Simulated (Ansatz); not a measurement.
A short molecular-dynamics run on BrClH2OSSi, SMILES `O[Si](S)(Cl)Br`.

```yaml
crystal:
  periodic: [false, false, false]
  atoms:
    - {symbol: O, position_ang: [-1.306732, 0.286114, 0.944125]}
    - {symbol: Si, position_ang: [-0.085427, 0.046242, -0.094927]}
    - {symbol: S, position_ang: [1.286701, -1.136682, 0.974426]}
    - {symbol: Cl, position_ang: [-0.703833, -0.894160, -1.798992]}
    - {symbol: Br, position_ang: [0.745866, 1.995403, -0.739025]}
    - {symbol: H, position_ang: [-1.894194, 1.029200, 0.791705]}
    - {symbol: H, position_ang: [2.018819, -1.394218, -0.122913]}
basis:
  gaussian: {orbitals: def2-SVP}
hamiltonian: {xc: {name: revPBE}, dispersion: d3bj}
md: {timestep: 0.5 fs, n_steps: 50, ensemble: nvt_langevin, temperature: 1500, initial_velocities: maxwell_boltzmann, friction: 0.01, seed: 618}
```

```sh
$ ansatz run in.yaml --threads 4 --pin off --events-out ev --progress --plain --max-ram 10444MiB
```

```csv
step,time (fs),potential energy (eV),kinetic (eV),T (K),conserved (eV)
0,0.0,-103334.2093,1.1633,1286,–
1,0.5,-103334.1909,1.0816,1195,–
2,1.0,-103334.1521,1.1071,1224,–
3,1.5,-103334.1083,0.9678,1070,–
4,2.0,-103334.0788,0.9357,1034,–
5,2.5,-103334.0684,0.9806,1084,–
6,3.0,-103334.0791,0.9338,1032,–
7,3.5,-103334.1001,0.9925,1097,–
8,4.0,-103334.1145,0.9979,1103,–
9,4.5,-103334.1209,0.9149,1011,–
10,5.0,-103334.1186,0.9373,1036,–
11,5.5,-103334.1037,0.9465,1046,–
12,6.0,-103334.0759,0.9312,1029,–
13,6.5,-103334.0366,0.8915,985,–
14,7.0,-103333.9901,0.8669,958,–
15,7.5,-103333.9392,0.8461,935,–
16,8.0,-103333.8876,0.8013,886,–
17,8.5,-103333.8400,0.7219,798,–
18,9.0,-103333.8005,0.6558,725,–
19,9.5,-103333.7742,0.6944,767,–
20,10.0,-103333.7612,0.6679,738,–
21,10.5,-103333.7605,0.6856,758,–
22,11.0,-103333.7661,0.6386,706,–
23,11.5,-103333.7744,0.6053,669,–
24,12.0,-103333.7874,0.5754,636,–
25,12.5,-103333.8028,0.6871,759,–
26,13.0,-103333.8138,0.7624,843,–
27,13.5,-103333.8193,0.7170,792,–
28,14.0,-103333.8260,0.7267,803,–
29,14.5,-103333.8372,0.7401,818,–
30,15.0,-103333.8539,0.8498,939,–
31,15.5,-103333.8763,0.8892,983,–
32,16.0,-103333.9005,0.9213,1018,–
33,16.5,-103333.9287,0.9354,1034,–
34,17.0,-103333.9620,1.0852,1199,–
35,17.5,-103333.9912,1.1454,1266,–
36,18.0,-103334.0101,1.1892,1314,–
37,18.5,-103334.0129,1.1094,1226,–
38,19.0,-103333.9976,1.2198,1348,–
39,19.5,-103333.9672,1.2679,1401,–
40,20.0,-103333.9274,1.2148,1343,–
41,20.5,-103333.8834,1.1837,1308,–
42,21.0,-103333.8382,1.2068,1334,–
43,21.5,-103333.7985,1.1777,1302,–
44,22.0,-103333.7675,1.1510,1272,–
45,22.5,-103333.7514,1.1338,1253,–
46,23.0,-103333.7511,1.0753,1188,–
47,23.5,-103333.7594,1.1266,1245,–
48,24.0,-103333.7703,1.1087,1225,–
49,24.5,-103333.7759,1.0586,1170,–
50,25.0,-103333.7731,1.1059,1222,–
```

Velocities are drawn at the set temperature; a run this short doesn't reach equilibrium.

Frames (Å, forces in eV/Å):

```xyz
7
time=0.0 fs
O    -1.307    0.286    0.944   -0.649   -0.347    1.038
Si   -0.085    0.046   -0.095    0.658    0.045   -0.397
S     1.287   -1.137    0.974    0.121   -0.221    0.663
Cl   -0.704   -0.894   -1.799   -0.222   -0.380   -0.646
Br    0.746    1.995   -0.739    0.227    0.480   -0.151
H    -1.894    1.029    0.792   -0.395    0.526   -0.123
H     2.019   -1.394   -0.123    0.260   -0.102   -0.384
7
time=1.0 fs
O    -1.317    0.276    0.946   -0.974    0.129    0.935
Si   -0.095    0.045   -0.094    1.047   -0.036   -0.334
S     1.298   -1.143    0.970   -0.931    0.229    1.901
Cl   -0.710   -0.894   -1.794   -0.242   -0.405   -0.715
Br    0.750    2.000   -0.740    0.132    0.338   -0.087
H    -1.879    1.042    0.751   -0.179    0.160    0.033
H     1.999   -1.390   -0.087    1.146   -0.414   -1.734
7
time=2.0 fs
O    -1.327    0.264    0.949   -1.272    0.675    0.731
Si   -0.105    0.044   -0.094    1.414   -0.128   -0.200
S     1.310   -1.148    0.966   -1.599    0.539    2.572
Cl   -0.716   -0.895   -1.790   -0.269   -0.436   -0.800
Br    0.753    2.005   -0.741    0.041    0.210   -0.033
H    -1.862    1.052    0.709    0.034   -0.273    0.253
H     1.993   -1.387   -0.073    1.651   -0.587   -2.523
7
time=3.0 fs
O    -1.337    0.254    0.954   -1.313    1.008    0.455
Si   -0.113    0.044   -0.095    1.683   -0.230    0.009
S     1.321   -1.155    0.964   -1.590    0.609    2.246
Cl   -0.722   -0.895   -1.786   -0.299   -0.460   -0.878
Br    0.757    2.008   -0.743   -0.041    0.103    0.014
H    -1.849    1.051    0.665    0.079   -0.506    0.458
H     2.001   -1.392   -0.086    1.482   -0.523   -2.304
7
time=4.0 fs
O    -1.347    0.245    0.961   -1.135    1.122    0.153
Si   -0.120    0.043   -0.097    1.864   -0.314    0.305
S     1.332   -1.162    0.962   -1.178    0.536    1.306
Cl   -0.729   -0.896   -1.782   -0.336   -0.491   -0.964
Br    0.761    2.011   -0.744   -0.115    0.008    0.053
H    -1.835    1.043    0.624   -0.019   -0.535    0.612
H     2.018   -1.404   -0.117    0.918   -0.325   -1.465
7
time=5.0 fs
O    -1.359    0.238    0.969   -0.923    1.231   -0.194
Si   -0.127    0.041   -0.099    1.973   -0.373    0.598
S     1.344   -1.170    0.961   -0.733    0.435    0.345
Cl   -0.735   -0.897   -1.778   -0.369   -0.516   -1.034
Br    0.764    2.014   -0.746   -0.184   -0.082    0.089
H    -1.823    1.034    0.586   -0.103   -0.578    0.774
H     2.039   -1.421   -0.153    0.339   -0.117   -0.579
7
time=6.0 fs
O    -1.371    0.232    0.978   -0.669    1.305   -0.581
Si   -0.133    0.040   -0.100    2.034   -0.419    0.915
S     1.354   -1.176    0.960   -0.302    0.327   -0.606
Cl   -0.740   -0.900   -1.775   -0.400   -0.535   -1.090
Br    0.768    2.016   -0.749   -0.249   -0.168    0.123
H    -1.816    1.020    0.546   -0.199   -0.598    0.937
H     2.064   -1.433   -0.194   -0.215    0.088    0.303
7
time=7.0 fs
O    -1.384    0.228    0.987   -0.287    1.188   -0.901
Si   -0.138    0.039   -0.102    2.067   -0.456    1.271
S     1.364   -1.182    0.959   -0.004    0.271   -1.345
Cl   -0.745   -0.902   -1.771   -0.437   -0.557   -1.152
Br    0.771    2.018   -0.751   -0.310   -0.247    0.152
H    -1.809    1.000    0.513   -0.403   -0.433    0.999
H     2.091   -1.437   -0.231   -0.626    0.234    0.976
7
time=8.0 fs
O    -1.396    0.222    0.995    0.041    1.063   -1.123
Si   -0.144    0.038   -0.104    2.167   -0.516    1.558
S     1.375   -1.188    0.958    0.101    0.297   -1.766
Cl   -0.749   -0.905   -1.767   -0.468   -0.574   -1.210
Br    0.776    2.021   -0.753   -0.370   -0.327    0.182
H    -1.799    0.978    0.483   -0.638   -0.235    1.028
H     2.110   -1.434   -0.257   -0.832    0.293    1.331
7
time=9.0 fs
O    -1.407    0.215    1.002    0.458    0.751   -1.148
Si   -0.148    0.039   -0.104    2.244   -0.593    1.775
S     1.385   -1.194    0.957    0.104    0.359   -1.977
Cl   -0.753   -0.908   -1.763   -0.484   -0.577   -1.239
Br    0.780    2.024   -0.756   -0.427   -0.403    0.213
H    -1.781    0.959    0.468   -0.980    0.162    0.889
H     2.124   -1.425   -0.272   -0.914    0.300    1.487
7
time=10.0 fs
O    -1.417    0.207    1.007    0.857    0.378   -1.064
Si   -0.151    0.037   -0.104    2.294   -0.625    1.943
S     1.394   -1.199    0.955   -0.080    0.474   -1.853
Cl   -0.758   -0.911   -1.760   -0.491   -0.574   -1.254
Br    0.785    2.028   -0.759   -0.486   -0.490    0.248
H    -1.771    0.941    0.464   -1.295    0.596    0.666
H     2.127   -1.409   -0.266   -0.798    0.241    1.314
7
time=11.0 fs
O    -1.427    0.200    1.011    1.115    0.181   -1.039
Si   -0.153    0.036   -0.104    2.262   -0.589    2.075
S     1.404   -1.202    0.952   -0.415    0.614   -1.460
Cl   -0.763   -0.915   -1.758   -0.487   -0.571   -1.262
Br    0.790    2.032   -0.761   -0.535   -0.574    0.278
H    -1.777    0.927    0.467   -1.417    0.793    0.527
H     2.120   -1.391   -0.248   -0.523    0.145    0.881
7
time=12.0 fs
O    -1.433    0.191    1.012    1.141    0.292   -1.147
Si   -0.154    0.034   -0.104    2.200   -0.507    2.140
S     1.413   -1.206    0.949   -0.812    0.750   -0.919
Cl   -0.767   -0.918   -1.755   -0.478   -0.569   -1.270
Br    0.795    2.035   -0.764   -0.573   -0.651    0.305
H    -1.796    0.920    0.473   -1.309    0.643    0.578
H     2.111   -1.370   -0.228   -0.169    0.041    0.313
7
time=13.0 fs
O    -1.438    0.184    1.012    1.049    0.537   -1.286
Si   -0.153    0.032   -0.102    2.049   -0.398    2.125
S     1.422   -1.210    0.944   -1.379    0.895   -0.042
Cl   -0.771   -0.921   -1.752   -0.451   -0.549   -1.243
Br    0.801    2.038   -0.767   -0.599   -0.715    0.328
H    -1.826    0.921    0.491   -1.036    0.311    0.692
H     2.098   -1.350   -0.202    0.366   -0.081   -0.574
7
time=14.0 fs
O    -1.441    0.177    1.010    0.960    0.694   -1.302
Si   -0.150    0.031   -0.099    1.854   -0.272    2.050
S     1.432   -1.213    0.939   -1.872    0.992    0.738
Cl   -0.776   -0.922   -1.749   -0.411   -0.520   -1.193
Br    0.807    2.041   -0.769   -0.617   -0.775    0.352
H    -1.862    0.924    0.522   -0.746    0.042    0.711
H     2.089   -1.331   -0.185    0.832   -0.161   -1.355
7
time=15.0 fs
O    -1.443    0.172    1.007    0.989    0.616   -1.156
Si   -0.145    0.028   -0.095    1.608   -0.119    1.934
S     1.440   -1.217    0.934   -2.100    1.008    1.117
Cl   -0.781   -0.924   -1.748   -0.360   -0.481   -1.119
Br    0.813    2.044   -0.772   -0.629   -0.840    0.377
H    -1.903    0.919    0.560   -0.560   -0.008    0.572
H     2.087   -1.312   -0.183    1.052   -0.175   -1.725
7
time=16.0 fs
O    -1.447    0.169    1.003    1.131    0.342   -0.888
Si   -0.140    0.025   -0.090    1.332    0.048    1.782
S     1.446   -1.220    0.929   -2.098    0.973    1.119
Cl   -0.788   -0.926   -1.746   -0.298   -0.431   -1.024
Br    0.820    2.047   -0.775   -0.642   -0.911    0.404
H    -1.946    0.913    0.613   -0.477    0.124    0.322
H     2.086   -1.288   -0.195    1.052   -0.146   -1.716
7
time=17.0 fs
O    -1.449    0.167    0.998    1.148    0.257   -0.731
Si   -0.134    0.023   -0.085    1.004    0.220    1.613
S     1.452   -1.221    0.924   -1.831    0.908    0.696
Cl   -0.795   -0.928   -1.745   -0.227   -0.374   -0.914
Br    0.826    2.051   -0.777   -0.647   -0.970    0.424
H    -1.992    0.912    0.676   -0.248    0.057    0.178
H     2.093   -1.263   -0.219    0.802   -0.098   -1.267
7
time=18.0 fs
O    -1.452    0.164    0.992    1.021    0.332   -0.616
Si   -0.127    0.020   -0.079    0.663    0.383    1.375
S     1.459   -1.222    0.918   -1.334    0.839   -0.096
Cl   -0.803   -0.930   -1.744   -0.142   -0.302   -0.770
Br    0.832    2.055   -0.780   -0.650   -1.026    0.446
H    -2.039    0.910    0.743    0.113   -0.169    0.088
H     2.112   -1.239   -0.256    0.329   -0.058   -0.426
7
time=19.0 fs
O    -1.455    0.162    0.985    0.716    0.619   -0.555
Si   -0.119    0.017   -0.071    0.343    0.515    1.119
S     1.467   -1.221    0.911   -0.804    0.798   -0.943
Cl   -0.809   -0.931   -1.746   -0.052   -0.220   -0.608
Br    0.839    2.058   -0.781   -0.653   -1.077    0.469
H    -2.081    0.910    0.801    0.619   -0.581    0.044
H     2.134   -1.212   -0.303   -0.170   -0.054    0.474
7
time=20.0 fs
O    -1.458    0.159    0.978    0.470    0.822   -0.432
Si   -0.110    0.015   -0.063    0.034    0.596    0.836
S     1.475   -1.220    0.905   -0.376    0.791   -1.613
Cl   -0.815   -0.933   -1.747    0.052   -0.126   -0.423
Br    0.846    2.061   -0.782   -0.654   -1.118    0.492
H    -2.114    0.907    0.856    1.034   -0.880   -0.056
H     2.156   -1.183   -0.349   -0.560   -0.084    1.197
7
time=21.0 fs
O    -1.460    0.156    0.970    0.310    0.925   -0.284
Si   -0.100    0.013   -0.055   -0.256    0.675    0.575
S     1.485   -1.220    0.898   -0.115    0.790   -1.972
Cl   -0.822   -0.933   -1.748    0.153   -0.045   -0.256
Br    0.854    2.065   -0.783   -0.654   -1.159    0.513
H    -2.140    0.900    0.909    1.344   -1.062   -0.186
H     2.176   -1.157   -0.382   -0.782   -0.124    1.609
7
time=22.0 fs
O    -1.461    0.152    0.961    0.286    0.854   -0.109
Si   -0.091    0.010   -0.047   -0.478    0.742    0.320
S     1.495   -1.219    0.891    0.024    0.792   -2.109
Cl   -0.829   -0.933   -1.749    0.244    0.024   -0.112
Br    0.861    2.068   -0.783   -0.659   -1.201    0.537
H    -2.157    0.884    0.959    1.466   -1.046   -0.324
H     2.191   -1.131   -0.403   -0.883   -0.164    1.797
7
time=23.0 fs
O    -1.460    0.148    0.953    0.483    0.567    0.025
Si   -0.083    0.010   -0.038   -0.649    0.760    0.072
S     1.506   -1.218    0.882    0.027    0.781   -1.990
Cl   -0.835   -0.932   -1.749    0.331    0.093    0.026
Br    0.868    2.072   -0.783   -0.664   -1.234    0.558
H    -2.166    0.857    1.004    1.326   -0.785   -0.417
H     2.202   -1.108   -0.404   -0.854   -0.184    1.726
7
time=24.0 fs
O    -1.457    0.144    0.945    1.042   -0.034    0.050
Si   -0.074    0.010   -0.030   -0.804    0.756   -0.160
S     1.517   -1.216    0.874   -0.086    0.754   -1.662
Cl   -0.841   -0.931   -1.751    0.415    0.162    0.166
Br    0.875    2.075   -0.782   -0.667   -1.260    0.578
H    -2.161    0.822    1.047    0.806   -0.192   -0.411
H     2.208   -1.083   -0.389   -0.707   -0.187    1.439
7
time=25.0 fs
O    -1.455    0.139    0.938    1.888   -0.848   -0.096
Si   -0.065    0.010   -0.022   -0.967    0.745   -0.382
S     1.527   -1.216    0.864   -0.279    0.689   -1.175
Cl   -0.845   -0.930   -1.752    0.497    0.228    0.302
Br    0.881    2.077   -0.781   -0.669   -1.283    0.600
H    -2.147    0.784    1.093   -0.007    0.624   -0.244
H     2.207   -1.064   -0.368   -0.464   -0.156    0.995
```

It took 19 s on 4 threads of an AMD EPYC 9R45 on a shared host, with 0.19 GiB of host memory at the peak.
